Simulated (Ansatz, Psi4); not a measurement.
Input for Psi4:
```
memory 2 GB

molecule mol {
0 1
  N    -0.000889    0.002201    0.110024
  H     0.015877    0.938466   -0.275490
  H     0.812490   -0.488757   -0.240501
  H    -0.822147   -0.465118   -0.254176
}

set basis aug-cc-pvdz
set reference rhf
set freeze_core true
set mp2_type conv
set scf_type pk
set puream true
set d_convergence 1e-8

energy('mp2')
print_variables()
```

**Question.** Give the equivalent Ansatz (a quantum-chemistry and plane-wave program) input.

**Answer.** Several could match; the one computed here: 
Ansatz 0.2 input:
```yaml
crystal:
  periodic: [false, false, false]
  atoms:
    - {symbol: N, position_ang: [-0.00088861, 0.00220129, 0.11002386]}
    - {symbol: H, position_ang: [0.01587655, 0.93846578, -0.27548989]}
    - {symbol: H, position_ang: [0.81249024, -0.48875726, -0.24050098]}
    - {symbol: H, position_ang: [-0.82214652, -0.46511757, -0.25417613]}
basis:
  gaussian:
    orbitals: aug-cc-pVDZ
magnetization: {spin_polarized: false}
correlation: {method: mp2, electrons: outside_noble_gas}
accuracy: high
```

Both were run: Psi4 gave -56.404717 Eh and Ansatz -56.404717 Eh, 0.000 mEh apart.
